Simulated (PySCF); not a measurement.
## Electron correlation in Pb (lead, neutral)

[Xe] 4f14 5d10 6s2 6p2, high-spin 3P determinant. Calculation: PySCF 2.14, in x2c-TZVPPall; scalar relativity by spin-free X2C-1e. Frozen: [Kr] 4d10 4f14; 22 electrons correlated.

```json
{"level": "CCSD", "correlation energy (mhartree)": "-456.42"}
{"level": "(T)", "correlation energy (mhartree)": "-9.83"}
{"level": "CCSD(T)", "correlation energy (mhartree)": "-466.25"}
```

Diagnostics: T1 = 0.0086, D1 = 0.0395, largest double amplitude 0.052.

Q: Is a single reference adequate?

A: Yes, within this model without spin-orbit coupling: T1 lies below 0.03 and no double amplitude reaches 0.07.

This basis was not built for core-valence correlation, so the inner-shell part is incomplete.

Spin-orbit coupling is strong in this species, so the high-spin LS determinant is a model state.
